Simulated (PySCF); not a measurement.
Si(H)(Me)2(SH) (C₂H₈SSi), SMILES C[SiH](C)S. Coordinates come from a PBE-D3(BJ)/def2-SVP optimisation. One conformer was computed; it need not be the lowest.

Level of theory: PBE-D3(BJ)/def2-SVP run with PySCF.

Harmonic wavenumbers (cm⁻¹): 144, 155, 164, 189, 208, 220, 464, 594, 599, 647, 675, 748, 786, 833, 863, 866, 1210, 1216, 1374, 1376, 1382, 1389, 2163, 2608, 2971, 2972, 3067, 3068, 3085, 3085. Rotational constants (GHz): 5.260, 2.980, 2.159; symmetry number 1.

### Question
Work out the zero-point energy and the ideal-gas rigid-rotor harmonic-oscillator thermochemistry at 298.15 K and 1 atm.

### Answer
ZPE = ½ Σ hcν = ½ × 39122 cm⁻¹ = 55.93 kcal/mol. H − E(el) = 61.33 kcal/mol. Entropy in cal/(mol K): translation 39.48, rotation 26.65, vibration 17.64, total 83.77. G − E(el) = 36.36 kcal/mol. Cp = 28.33 cal/(mol K). Modes under 150 cm⁻¹ make the vibrational entropy uncertain.
